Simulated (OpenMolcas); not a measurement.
I3+: from CASSCF to CASPT2

```
Program             : OpenMolcas
Basis               : ANO-RCC-VTZP [7s6p4d2f1g]
Scalar Hamiltonian  : DKH2, point nucleus
Active space        : 4 electrons in 4 orbitals (5s 5p)
State averaging     : 2S+1 = 3 even, 6 roots; 2S+1 = 1 even, 12 roots kept (CI in the orbitals of an earlier block); 2S+1 = 5 odd, 1 root; 2S+1 = 3 odd, 9 roots kept (CI in the orbitals of an earlier block); 2S+1 = 1 odd, 8 roots kept (CI in the orbitals of an earlier block)
Spin-orbit coupling : state interaction with AMFI integrals over the reference wave functions, term energies averaged over their components
```

Methods on the same reference wave functions:
A. CASSCF
B. SS-CASPT2, IPEA 0.25 Eh, imaginary shift 0.1 Eh (closed shells correlated: 4d)
C. MS-CASPT2, IPEA 0.25 Eh, imaginary shift 0.1 Eh (closed shells correlated: 4d)

Energies in cm⁻¹ above 5s² 5p² ³P₀.

```json
{"Level": "5s² 5p² ³P₀", "A": "0.0", "B": "0.0", "C": "0.0"}
{"Level": "5s² 5p² ³P₁", "A": "6031", "B": "5960", "C": "6020"}
{"Level": "5s² 5p² ³P₂ [75 %]", "A": "10601", "B": "9880", "C": "9960"}
{"Level": "5s² 5p² ¹D₂ [75 %]", "A": "23362", "B": "20690", "C": "20830"}
{"Level": "5s² 5p² ¹S₀", "A": "35726", "B": "36530", "C": "36290"}
{"Level": "5s 5p³ ⁵S°₂", "A": "64596", "B": "75850", "C": "76100"}
{"Level": "5s 5p³ ³D°₂", "A": "103727", "B": "95940", "C": "96190"}
{"Level": "5s 5p³ ³D°₁", "A": "103940", "B": "95720", "C": "95970"}
{"Level": "5s 5p³ ³D°₃", "A": "106051", "B": "97770", "C": "98020"}
{"Level": "5s 5p³ ³P°₀", "A": "118213", "B": "113540", "C": "113800"}
{"Level": "5s 5p³ ³P°₁", "A": "119214", "B": "114000", "C": "114250"}
{"Level": "5s 5p³ ³P°₂ [74 %]", "A": "120695", "B": "114760", "C": "115010"}
{"Level": "5s 5p³ ¹D°₂", "A": "151415", "B": "127820", "C": "128070"}
{"Level": "5s 5p³ ³S°₁ [71 %]", "A": "152367", "B": "132650", "C": "132910"}
{"Level": "5s 5p³ ¹P°₁ [72 %]", "A": "166326", "B": "145330", "C": "145580"}
{"Level": "5p⁴ ³P₂ [73 %]", "A": "227589", "B": "211180", "C": "211520"}
{"Level": "5p⁴ ³P₁", "A": "235495", "B": "220630", "C": "221070"}
{"Level": "5p⁴ ³P₀", "A": "236043", "B": "220040", "C": "220540"}
{"Level": "5p⁴ ¹D₂ [73 %]", "A": "245513", "B": "221660", "C": "222100"}
{"Level": "5p⁴ ¹S₀", "A": "271317", "B": "246960", "C": "247710"}
```

Between B and C the level of the table that moves most is 5p⁴ ¹S₀, by 740 cm-1 (lowest in B, highest in C). Moves below CASPT2's spread within the term are not significant.

From A to B the spin-free energies of the other terms of 5s² 5p² shown, above ³P, scale by factors of 0.73 to 1.04.

The lowest spin-free term lies below A's lowest term by 0.487 hartree in B, 0.487 hartree in C.

CASPT2 does not keep the components of a term degenerate, so their means are used; among the terms shown or strongly mixed into the levels shown the widest spread is 1000 cm-1 (5s 5p³ ¹D°, C). Over all roots computed the reference weight is 0.83 to 0.94 in B, 0.83 to 0.94 in C; the roots of lowest weight are the least certain, and an intruder state may touch them. Terms from blocks run as CI alone lack orbitals of their own. Terms of s pⁿ other than that of highest spin mix with s² pⁿ⁻² d, which this space lacks; all of them can be thousands of cm-1 off, and some have no real level of that name. Levels of configurations outside the active space are missing.

A share in square brackets marks a mixed level and gives the weight of the term that names it, the lowest over the columns. ° marks odd parity.
